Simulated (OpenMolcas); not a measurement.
Sb I: CASPT2 settings compared

```
Program             : OpenMolcas
Basis               : ANO-R1 [6s5p3d1f]
Scalar Hamiltonian  : X2C, finite nucleus
Active space        : 3 electrons in 3 orbitals (5p)
State averaging     : 2S+1 = 4 odd, 1 root; 2S+1 = 2 odd, 8 roots
Spin-orbit coupling : RASSI with atomic mean-field integrals over the reference wave functions, term energies averaged over their components
```

Methods on the same reference wave functions:
A. CASSCF
B. SS-CASPT2, IPEA 0.6 Eh, imaginary shift 0.4 Eh (closed shells correlated: 4d 5s)
C. SS-CASPT2, IPEA 0 Eh, imaginary shift 0.25 Eh (closed shells correlated: 5s)
D. XMS-CASPT2, IPEA 0.1 Eh, no level shift (closed shells correlated: 5s)

Energies in eV above 5s² 5p³ ⁴S°_3/2, the measured ground level; measured values from NIST Handbook of Basic Atomic Spectroscopic Data.

```csv
Level,A,B,C,D,Measured
5s² 5p³ ⁴S°_3/2,0.0000,0.0000,0.0000,0.0000,0.0000
5s² 5p³ ²D°_3/2,1.5955,1.455,1.488,1.462,1.0554
5s² 5p³ ²D°_5/2,1.6995,1.571,1.604,1.580,1.2217
5s² 5p³ ²P°_1/2,2.8005,2.529,2.556,2.514,2.0328
5s² 5p³ ²P°_3/2,2.9447,2.689,2.717,2.677,2.2893
```

Deviations, from unrounded energies. A percentage is the sum of absolute deviations over the sum of measured energies, with the sign that they share, or ± where signs differ.

```tsv
Against measurement	Levels	A	B	C	D
mean absolute deviation (cm-1)	4	4900	3300	3600	3300
other terms of the ground configuration (%)	4	+37.0	+24.9	+26.7	+24.8
```

B, D lie about equally close to measurement and A furthest from it. The largest miss of D in the table is 5s² 5p³ ²P°_1/2, by +3900 cm-1. The ranking rests on the paired levels alone, and a cruder setting can come out closer through cancelling errors.

Among B to D the level of the table that moves most is 5s² 5p³ ²P°_1/2, by 340 cm-1 (lowest in D, highest in C). Moves below CASPT2's spread within the term are not significant.

The mean deviations of B to D differ by less than CASPT2's widest spread within a term (460 cm-1), so their order carries little weight.

From A to B the spin-free energies of the other terms of 5s² 5p³ shown, above ⁴S°, scale by factors of 0.90 to 0.92.

The lowest spin-free term lies below A's lowest term by 0.377 hartree in B, 0.045 hartree in C, 0.043 hartree in D.

CASPT2 breaks the degeneracy within a term, and the mean is taken; among the terms shown or strongly mixed into the levels shown the widest spread is 460 cm-1 (5s² 5p³ ²D°, D). With the s shell closed, the reference lacks s² → p² mixing. Some terms miss by over 15 % even with CASPT2, which points to a basis or an active space too small for the shells correlated (holds for B; C; D). Computed and measured levels are paired by configuration, term and J; levels that our copy of the source lacks, or whose pairing is in doubt (as where it misses far off the trend of its configuration), stay unpaired and out of the deviations. Levels of configurations outside the active space are missing.

° marks odd parity.
